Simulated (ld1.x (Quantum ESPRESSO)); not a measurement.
u(r) = r·R(r): atom against pseudo-atom (Cu)

Columns: radius, all-electron u(r) and pseudo u(r) of the 4s shell (level -11.59 eV) of copper in the configuration [Ar] 3d10 4s0 4p0; PBE, non-relativistic, PAW scheme, ld1.x (Quantum ESPRESSO) 7.5.

| r (bohr) | all-electron | pseudo |
| --- | --- | --- |
| 0.108 | -0.1136 | -0.0399 |
| 0.215 | -0.1292 | -0.0797 |
| 0.322 | 0.0733 | -0.1199 |
| 0.430 | 0.2346 | -0.1609 |
| 0.538 | 0.2862 | -0.2026 |
| 0.645 | 0.2488 | -0.2445 |
| 0.752 | 0.1589 | -0.2868 |
| 0.860 | 0.0441 | -0.3298 |
| 0.968 | -0.0760 | -0.3726 |
| 1.075 | -0.1897 | -0.4144 |
| 1.182 | -0.2924 | -0.4551 |
| 1.290 | -0.3828 | -0.4944 |
| 1.398 | -0.4591 | -0.5313 |
| 1.505 | -0.5212 | -0.5649 |
| 1.612 | -0.5707 | -0.5948 |
| 1.720 | -0.6091 | -0.6207 |
| 1.828 | -0.6372 | -0.6416 |
| 1.935 | -0.6560 | -0.6571 |
| 2.042 | -0.6669 | -0.6670 |
| 2.150 | -0.6711 | -0.6711 |
| 2.258 | -0.6695 | -0.6695 |
| 2.365 | -0.6631 | -0.6631 |
| 2.472 | -0.6526 | -0.6526 |
| 2.580 | -0.6387 | -0.6387 |
| 2.688 | -0.6221 | -0.6221 |
| 2.795 | -0.6035 | -0.6035 |

Question: How many radial nodes do the two functions have?

Answer: The all-electron 4s function has n − l − 1 = 3 (the table is too coarse to show those close to the nucleus); the pseudo-wave has 0, since the states of the same l below it are removed with the core.

Question: At about which radius was the pseudo-wave matched?

Answer: 2.15 bohr. The columns agree to 0.0005 from 2.04 bohr on; several derivatives are matched, so the curves merge somewhat inside the radius.

Question: Is the pseudo-wave norm-conserving?

Answer: No, it belongs to a PAW set: the norm inside the radius is not constrained, and the difference is carried by the augmentation charge.
